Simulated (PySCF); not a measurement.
Computed IR spectrum (relative IR intensity) of a molecule C₄H₆Si. Coordinates come from a PBE-D3(BJ)/def2-SVP optimisation. Other conformers were not sampled. Computed with PBE-D3(BJ)/def2-SVP run with PySCF. Frequencies are harmonic and unscaled.

ν (cm⁻¹): 482 (w), 521 (vw), 672 (w), 704 (s), 852 (m), 896 (m), 943 (w), 1060 (w), 1247 (vw), 1312 (w), 2154 (vs), 3079 (w), 3092 (w) (against the strongest line: vs over 80 %, s over 45 %, m over 15 %, w over 4 %, vw less)

Problem. Which molecule gave these data?
A. C1=C[SiH2]C=C1
B. C#CC(=C)[SiH3]
C. C=CC#C[SiH3]
D. C#C[SiH2]C=C

Solution. A, C1=C[SiH2]C=C1
